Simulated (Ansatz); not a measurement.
Relaxation of Cl$_{3}$H$_{4}$NOZr (10 atoms, charge 0, multiplicity 1), to a largest force component of 0.03 eV/Å in at most 50 steps.

Level of theory: RKS B3LYP-D4/def2-SVP in Ansatz 0.2.0.

```xyz
10
Properties=species:S:1:pos:R:3
Zr 0.469 -0.394 -0.429
O -0.652 -0.434 2.628
H -1.537 -0.818 2.549
Cl 1.519 -0.667 -2.510
Cl 0.541 1.900 0.057
Cl -1.666 -1.352 -0.727
N 1.607 -1.580 0.953
H 1.878 -2.541 0.742
H 2.246 -1.201 1.654
H -0.046 -1.191 2.442
```

Problem. Where does it end, and by what steps?

Solution. The run converged. After 21 steps the energy has fallen by 0.713 eV; H3 moved furthest, 1.43 Å. Joined: Zr1–O2 (3.26 → 2.40 Å).

```csv
step,energy less start (eV),largest force component (eV/Å),accepted
0,0.0000,1.580,yes
1,-0.2003,1.371,yes
2,-0.3410,1.604,yes
3,-0.4531,1.667,yes
4,-0.4766,1.163,yes
5,-0.5071,1.128,yes
6,-0.5481,0.258,yes
7,-0.5670,0.210,yes
8,-0.5431,1.298,no
9,-0.5817,0.228,yes
10,-0.5920,0.366,yes
11,-0.6148,0.218,yes
12,-0.6432,0.156,yes
13,-0.6451,0.152,yes
14,-0.6452,1.234,yes
15,-0.6823,0.542,yes
16,-0.7068,0.068,yes
17,-0.7059,0.159,no
18,-0.7101,0.051,yes
19,-0.7109,0.084,yes
20,-0.7112,0.272,yes
21,-0.7128,0.009,yes
```

```xyz
10
Properties=species:S:1:pos:R:3
Zr 0.385 -0.630 -0.110
O -0.453 -0.650 2.138
H -0.607 0.264 2.428
Cl 1.269 -0.645 -2.299
Cl 0.216 1.722 0.388
Cl -1.650 -1.900 -0.343
N 1.882 -1.592 0.820
H 2.727 -1.943 0.371
H 1.904 -1.803 1.817
H -1.315 -1.100 2.150
```

Whether the end is a true minimum wasn't checked by a vibrational analysis.

The run took 75 s on 4 threads of Arm Neoverse V1, on a shared host, peak memory 0.39 GiB.
